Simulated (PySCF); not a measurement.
Gas-phase reaction: 2 GaOH + 4 H → Ga2H6 + O2

Method: PySCF energies plus ideal-gas RRHO corrections (1 bar). † marks an energy on the PBE0/def2-TZVP geometry and frequencies; other levels use their own. MP2 freezes the core. 6-31G* has spherical d functions here. Open shells (unrestricted): H (multiplicity 2), O2 (multiplicity 3); the rest are closed-shell singlets. B3LYP is the form with VWN-RPA correlation. Ga: all electrons, no relativistic terms. GaOH, Ga2H6: computed as isolated molecules; such fragments, hydroxides, amides, oligomers or adducts are transient or little studied in the gas. MP2 isn't extrapolated to the basis-set limit; its ΔH°(298 K) is -376.0 kJ in def2-SVP and -363.5 kJ in def2-TZVPP. The harmonic model lacks anharmonicity and excited electronic states, which grow with temperature; levels with a mode under 35 cm⁻¹ are left out.

```json
[
 {"level": "B3LYP/6-31G*", "ΔE electronic, kJ": "-477", "ΔH°(298 K), kJ": "-437", "ΔS°(298 K), J/K": "-450", "ΔG°(1400 K), kJ": "220"},
 {"level": "B3LYP/def2-TZVP†", "ΔE electronic, kJ": "-447", "ΔH°(298 K), kJ": "-405", "ΔS°(298 K), J/K": "-452", "ΔG°(1400 K), kJ": "258"},
 {"level": "HF/def2-TZVP†", "ΔE electronic, kJ": "-302", "ΔH°(298 K), kJ": "-260", "ΔS°(298 K), J/K": "-452", "ΔG°(1400 K), kJ": "402"},
 {"level": "M06-2X/def2-TZVP†", "ΔE electronic, kJ": "-424", "ΔH°(298 K), kJ": "-382", "ΔS°(298 K), J/K": "-452", "ΔG°(1400 K), kJ": "280"},
 {"level": "MP2/def2-SVP†", "ΔE electronic, kJ": "-418", "ΔH°(298 K), kJ": "-376", "ΔS°(298 K), J/K": "-452", "ΔG°(1400 K), kJ": "286"},
 {"level": "MP2/def2-TZVPP†", "ΔE electronic, kJ": "-405", "ΔH°(298 K), kJ": "-363", "ΔS°(298 K), J/K": "-452", "ΔG°(1400 K), kJ": "299"},
 {"level": "PBE/def2-TZVP†", "ΔE electronic, kJ": "-452", "ΔH°(298 K), kJ": "-410", "ΔS°(298 K), J/K": "-452", "ΔG°(1400 K), kJ": "253"},
 {"level": "PBE0/def2-QZVP†", "ΔE electronic, kJ": "-456", "ΔH°(298 K), kJ": "-414", "ΔS°(298 K), J/K": "-452", "ΔG°(1400 K), kJ": "248"},
 {"level": "PBE0/def2-SVP†", "ΔE electronic, kJ": "-493", "ΔH°(298 K), kJ": "-451", "ΔS°(298 K), J/K": "-452", "ΔG°(1400 K), kJ": "212"},
 {"level": "ωB97M-V/def2-TZVP†", "ΔE electronic, kJ": "-457", "ΔH°(298 K), kJ": "-415", "ΔS°(298 K), J/K": "-452", "ΔG°(1400 K), kJ": "248"}
]
```
ΔH° is lowest at PBE0/def2-SVP† and highest at HF/def2-TZVP†. No reference value is set beside these.
